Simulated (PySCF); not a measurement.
Ti²⁺ (titanium, charge +2): UHF calculation

Configuration: [Ar] 3d2, high-spin 3F determinant. Calculation: PySCF 2.14, in def2-TZVP (6s4p4d1f, 45 functions); the non-relativistic Hamiltonian (point nucleus).

* Total energy: -847.718813 hartree
* One-electron energy: -1150.2893 hartree
* Hartree (Coulomb) energy: 343.3938 hartree
* Exchange energy: -40.8233 hartree
* Kinetic energy: 847.71771 hartree
* ⟨S²⟩: 2.0019
* ⟨L²⟩: 12.027
* Sum of ⟨r⟩: 13.87 bohr
* Sum of ⟨r²⟩: 16.43 bohr²
* Density at the nucleus (Gaussians lack the cusp): 6940 bohr⁻³
* Spin density at the nucleus: -0.229 bohr⁻³
* Langevin diamagnetic susceptibility: -13.0 ×10⁻⁶ cm³/mol
* Time after the integrals: 0.2 s of wall time on 1 thread of Neoverse-V1 (shared host)

| shell | electrons | mean orbital energy (eV) | rms radius, mean of both spins (bohr) |
| --- | --- | --- | --- |
| 1s α | 1 | -5003.1 | 0.0812 |
| 1s β | 1 | -5003.1 | 0.0812 |
| 2s α | 1 | -599.15 | 0.353 |
| 2s β | 1 | -598.19 | 0.353 |
| 2p α | 3 | -500.42 | 0.321 |
| 2p β | 3 | -499.45 | 0.321 |
| 3s α | 1 | -95.560 | 1.09 |
| 3s β | 1 | -91.966 | 1.09 |
| 3p α | 3 | -66.836 | 1.18 |
| 3p β | 3 | -62.384 | 1.18 |
| 3d α | 2 | -27.974 | 1.55 |
